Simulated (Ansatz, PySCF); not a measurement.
Noncovalent pair: C2H3N (SMILES CC#N) (first 6 atoms) with CH5N (SMILES CN); geometry from B3LYP-D3(BJ)/def2-TZVP, rigid monomers moved along the line of their centres of mass till H5···N8 is 4.28 Å.
(charge 0, multiplicity 1):
| atom | x (Å) | y (Å) | z (Å) |
|---|---|---|---|
| C | 0.1925 | 1.3018 | 0.1628 |
| C | -0.6366 | 0.1087 | 0.1424 |
| N | -1.2926 | -0.8356 | 0.1621 |
| H | -0.2892 | 2.1057 | -0.3942 |
| H | 0.3242 | 1.6020 | 1.2047 |
| H | 1.1636 | 1.0938 | -0.2870 |
| C | 1.0385 | -0.7217 | 5.4882 |
| N | 0.0304 | 0.3208 | 5.2825 |
| H | 1.9613 | -0.2668 | 5.8520 |
| H | 1.2575 | -1.1982 | 4.5320 |
| H | 0.7466 | -1.5095 | 6.1937 |
| H | -0.2151 | 0.7600 | 6.1616 |
| H | -0.8180 | -0.0863 | 4.9055 |

Interaction energies are E(AB) − E(A) − E(B) at the monomers' geometry in the complex; basis-set methods are counterpoise corrected.

Correlated levels freeze the cores.

Codes used: Ansatz (Gaussian orbitals); PySCF for the dispersion terms. 

PBE/def2-TZVPPD gives -0.96 kcal/mol for the interaction energy.

Question: Predict the shift from PBE, with its sign, for: PBE-D3(BJ)/def2-TZVPPD, r2SCAN/def2-TZVPPD, PBE0/def2-TZVPPD, wB97M-V/def2-TZVPPD, MP2/aug-cc-pVDZ, CCSD(T)/aug-cc-pVDZ.

Answer: PBE-D3(BJ)/def2-TZVPPD -0.20; r2SCAN/def2-TZVPPD 0.02; PBE0/def2-TZVPPD 0.00; wB97M-V/def2-TZVPPD -0.16; MP2/aug-cc-pVDZ -0.13; CCSD(T)/aug-cc-pVDZ -0.11 kcal/mol. 2 of 6 lie above PBE; the widest gap is to PBE-D3(BJ)/def2-TZVPPD.

Ansatz is a quantum-chemistry and plane-wave program.
